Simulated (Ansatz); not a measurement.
Two isomers of C3H9BSi: A = `C=CBC[SiH3]`, B = `BC(=C)[SiH2]C`.

Computed with Ansatz on PBE0-D4/def2-TZVP structures; ΔE is electronic, products minus reactants. CCSD(T)/CBS is the MP2 limit (def2-TZVPP, def2-QZVPP) plus CCSD(T) − MP2 in def2-TZVPP, frozen cores. DFT in def2-TZVPP. Each species was taken in one conformer, which may not be the lowest.

Task: Which isomer does CCSD(T)/CBS put lower? Give the gap. (Best estimate.)

Result: Ansatz gave: A, by 4.1 kcal/mol.

Task: Give E(B) − E(A) in kcal/mol with HF/def2-TZVPP, MP2/def2-TZVPP, r2SCAN-D4, PBE0-D4, CCSD(T)/def2-TZVPP, B2PLYP, CCSD/def2-TZVPP. (Best estimate.)

Result: Computed: HF/def2-TZVPP 2.8, MP2/def2-TZVPP 3.7, r2SCAN-D4 4.8, PBE0-D4 4.8, CCSD(T)/def2-TZVPP 4.2, B2PLYP 3.9, CCSD/def2-TZVPP 4.2. None reverses the order clearly.

Largest T1 diagnostic: 0.012.

In def2-TZVPP, CCSD(T) changes the Hartree–Fock value by +1.4 kcal/mol (the triples alone add +0.0 kcal/mol) and MP2 by +0.9 kcal/mol.
